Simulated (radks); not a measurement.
Spherical quantum dot in the effective-mass picture: electrons in a hard-walled sphere of radius 8.37, with a point charge +1 (a donor) at the centre, all in effective atomic units (hartree* = m*/eps^2 hartree, bohr* = eps/m* bohr), one dielectric constant everywhere. Method: non-relativistic Kohn-Sham, LDA (Slater exchange, Perdew-Wang correlation), spin-polarised, spherical densities; computed with a radial shooting solver with Libxc functionals. Levels are named by radial order and angular momentum (1s, 1p, 1d, 2s, ...), and open shells are averaged over m. Results are scaled to m* = 0.101 and eps = 15.5, for which hartree* = 11.44 meV and bohr* = 8.121 nm.

N = 10, configuration 1s2 1p6 1d(up 1, down 0) 2s(up 1, down 0). This is the lowest configuration that the search found. Occupied and some empty levels:

level,occupation,eigenvalue (meV),<r> (nm)
1s up,1,15.143,31.39
1s down,1,15.461,42.64
1p up,3,15.859,47.26
1p down,3,15.964,47.30
2s up,1,16.053,29.76
1d up,1,16.607,48.88
1d down,0,16.710,48.86
2s down,0,17.052,21.98
1f up,0,17.624,50.15
1f down,0,17.728,50.13
1g up,0,18.891,51.22
1g down,0,18.996,51.22
2p up,0,19.623,33.60
2p down,0,19.828,34.57

Energy (meV): total 69.4047, kinetic 23.906, external -29.937, Hartree 95.352, exchange-correlation -19.916.

Electron density:

r (nm),n(r) (e/nm^3)
3.53,0.0002363
6.92,0.0001043
10.3,0.00004773
13.7,0.00002312
17.1,0.00001233
20.5,7.785e-06
23.9,6.216e-06
27.2,6.203e-06
30.6,7.092e-06
34.0,8.530e-06
37.4,0.00001023
40.8,0.00001186
44.2,0.00001300
47.6,0.00001319
51.0,0.00001210
54.4,9.690e-06
57.7,6.418e-06
61.1,3.145e-06
64.5,8.172e-07
67.9,1.708e-09
